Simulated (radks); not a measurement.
V5+, 18 electrons, occupied as [Ar] (the NIST ground configuration). Method: scalar-relativistic Kohn-Sham, BLYP, spin-unpolarised, spherical densities, point nucleus; computed with a radial shooting solver on a logarithmic mesh with Libxc functionals.

Unscreened Slater integrals over Kohn-Sham orbitals (hartree).

integral      value
F0(3p,3p)   0.95579
F2(3p,3p)   0.48374
F0(3p,3s)   0.97355
G1(3p,3s)   0.64901
F0(3p,2p)    1.2902
F2(3p,2p)   0.26430
G0(3p,2p)   0.10525
G2(3p,2p)   0.10981
F0(3p,2s)    1.2652
G1(3p,2s)  0.081014
F0(3s,3s)   0.99302
F0(3s,2p)    1.3152
G1(3s,2p)   0.11226
F0(3s,2s)    1.2960
G0(3s,2s)  0.089763
F0(2p,2p)    3.3363
F2(2p,2p)    1.5661
F0(2p,2s)    3.0943
G1(2p,2s)    1.7991
F0(2s,2s)    2.9365
